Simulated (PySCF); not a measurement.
# Computed records: Cl₂HSi

Computed with PySCF 2.14.0. Calculation on a computer-drawn molecule: vertical ionisation energy to the stated ion spin, frozen-core CCSD(T) at the basis limit and cheaper methods, single-reference cases, UHF for radicals, no spin-orbit; all values are single points at the evaluated structure, the first of each entry, which is the reference or a displaced copy of it and isn't optimised; the reference structure only sets the zero of the energies above reference; triples share is (T) over the correlation energy.

```xyz
4
formula=Cl2HSi charge=0 multiplicity=2 ion_multiplicity=1 diffuse_functions=no basis=cc-pV(n+d)Z reference_is=the_Hartree-Fock_double-zeta_minimum best_is=HF_at_quadruple_zeta_+_MP2_correlation_extrapolated_from_triple_and_quadruple_zeta_+_CCSD(T)_minus_MP2_at_triple_zeta basis_step_is=the_size_of_the_change_from_the_same_recipe_one_zeta_lower ionisation_energy_best=8.951 ionisation_energy_basis_step=0.08334 energy_above_reference_best=12.7 energy_above_reference_basis_step=0.3405 total_energy_HF_triple_zeta=-1208.6181 total_energy_CCSD(T)_triple_zeta=-1209.1545 total_energy_best=-1209.2481 T1_diagnostic_at_triple_zeta=0.01226 D1_diagnostic_at_triple_zeta=0.04909 spin_squared_at_triple_zeta=0.7548 ion_T1_diagnostic_at_triple_zeta=0.01786 ion_D1_diagnostic_at_triple_zeta=0.06634 triples_share_at_triple_zeta=0.0409 basis_functions_triple_zeta=131 dipole_magnitude_HF_at_triple_zeta=1.84 dipole_magnitude_CCSD_unrelaxed_at_triple_zeta=1.571 dipole_magnitude_PBE_at_triple_zeta=1.424 dipole_magnitude_r2SCAN_at_triple_zeta=1.523 dipole_magnitude_B3LYP_at_triple_zeta=1.555 dipole_magnitude_wB97X_at_triple_zeta=1.637
Cl    -1.0810    -0.4544    -0.0954
Si    -2.4395    -2.0081     0.5280
Cl    -3.5801    -2.4550    -0.9460
H     -3.2801    -1.5550     1.4531
```

Units: ionisation_energy_best, ionisation_energy_basis_step in eV; energy_above_reference_best, energy_above_reference_basis_step in kcal/mol; total_energy_HF_triple_zeta, total_energy_CCSD(T)_triple_zeta, total_energy_best in hartree; dipole_magnitude_HF_at_triple_zeta, dipole_magnitude_CCSD_unrelaxed_at_triple_zeta, dipole_magnitude_PBE_at_triple_zeta, dipole_magnitude_r2SCAN_at_triple_zeta, dipole_magnitude_B3LYP_at_triple_zeta, dipole_magnitude_wB97X_at_triple_zeta in debye.

Reference structure:
```xyz
4
Cl2HSi
Cl    -1.1625    -0.4912    -0.1419
Si    -2.4122    -2.0282     0.4254
Cl    -3.5851    -2.6119    -1.1653
H     -3.2955    -1.5366     1.4974
```

Drawn bonds:
| atom | other atom | order |
| --- | --- | --- |
| 1 | 2 | 1 |
| 2 | 3 | 1 |
| 2 | 4 | 1 |

Triple zeta:
| method | ionisation energy (eV) | energy above reference (kcal/mol) |
| --- | --- | --- |
| HF | 8.905 | 12.79 |
| PBE | 8.742 | 13.94 |
| r2SCAN | 9 | 13.03 |
| B3LYP | 8.934 | 13.07 |
| wB97X | 9.019 | 12.77 |
| MP2 | 8.867 | 12.75 |
| CCSD | 8.92 | 13.06 |
| CCSD(T) | 8.85 | 13.22 |
